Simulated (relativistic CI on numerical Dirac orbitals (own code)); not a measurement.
Calculated at this level of theory: Dirac-Coulomb-Breit CI, orbitals from a KLI potential per configuration, a model potential for QED, unscaled Slater integrals (own radial code, finite nucleus).

The strongest absorption lines from the ground level of an ion, among the configurations computed and to levels below about 8970 eV (vacuum wavelength in nm, gf): 0.16787 (0.36), 0.17101 (1), 0.17267 (0.44), 0.17960 (0.04), 1.3388 (0.2).

(1) Which ion is it?
A. Ho61+
B. Sm56+
C. Sm54+
D. La51+

Results:

(1) B. Sm56+ has 6 electrons and the ground level 2s2 2p2 3P_0; the strongest line goes to 2s2 2p 3d 3D°_1. The pattern of lines fixes the number of electrons, and along that sequence the line energies rise steadily with the charge (about as its square where n changes within one kind of shell, about linearly where n is kept but much faster in heavy ions where fine structure, which grows about as Z⁴, sets the gap, and irregularly where shells cross), which fixes Z. Configurations outside the model, such as inner-shell arrays, can give stronger lines. At this charge energies of transitions that change n are usually good to better than 1 %, and those within a shell (Δn = 0) to a few per cent.

LS names give the leading component of a level, which can be under half, so a name can repeat, a term be missing and a line seem to break the LS rules.
